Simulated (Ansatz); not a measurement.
A geometry relaxed with PBE0-D4/def2-TZVP in Ansatz (a quantum-chemistry and plane-wave program), charge 0, multiplicity 1:

```xyz
11

C     -0.7618    -0.4211     0.0034
H     -1.9544     1.2891     0.3100
H     -0.7174    -1.5053     0.0895
H      0.7177    -0.1426    -1.5084
C     -1.8688     0.2084     0.3723
H      0.3333     1.3189    -0.6377
H     -2.7274    -0.3323     0.7523
C      0.4751     0.2437    -0.4934
H      1.9293    -1.1435     0.8123
B      1.8105    -0.1144     0.2109
H      2.7640     0.5992     0.0889
```

Problem. Write the SMILES of this molecule.

Solution. `BCC=C`
